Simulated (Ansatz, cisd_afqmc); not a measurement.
Species: SbH2, charge 1, singlet. A triplet may lie lower; no result for it is given here. SbH2+ (parent SMILES [SbH2], singlet).
B3LYP-D3(BJ)/def2-TZVP minimum from Ansatz (an electronic-structure program):
```xyz
3

Sb     0.0011     0.0456     0.0005
H     -1.2416    -1.1347    -0.0143
H      1.1862    -1.1926    -0.0092
```
Charge +1, spin multiplicity 1.

Total energies in def2-SVP, 6 correlated electrons, 9 frozen orbitals. Radicals and triplets start from unrestricted determinants; spin-orbit coupling is neglected. Correlated methods leave the cores frozen (noble-gas shells, and filled d and f shells in the p block). Past Kr the def2 sets carry scalar-relativistic core potentials. AFQMC is phaseless with a CISD trial state; ± is one standard error, without the phaseless bias. Outlying blocks are dropped, and bars are widened where a walk drifts. Over all cases where full CI ran beside it in this data, AFQMC minus full CI had a median of +0.1 mEh and passed +0.4 mEh in a tenth of the cases. Spin-orbit terms, left out, reach several kcal/mol for Br and I, and more for heavier atoms. The restricted determinant of H2Sb+ (parent SMILES [SbH2], singlet) is unstable towards broken spin symmetry in at least one set run. The spin of H2Sb+ (parent SMILES [SbH2], singlet) was assumed, and the state is the lowest solution found for it.

```csv
method,program,energy (Eh),error against FCI (mEh)
HF,Ansatz,-240.09163,106.27
MP2,Ansatz,-240.17027,27.63
CCSD,Ansatz,-240.19547,2.43
CCSD(T),Ansatz,-240.19733,0.57
CCSDT(Q),Ansatz,-240.19788,0.02
CCSDTQ,Ansatz,-240.19790,0.00
AFQMC/CISD,cisd_afqmc,-240.1978 ± 0.0001,0.1 ± 0.1
FCI,Ansatz,-240.19790,0.00
```
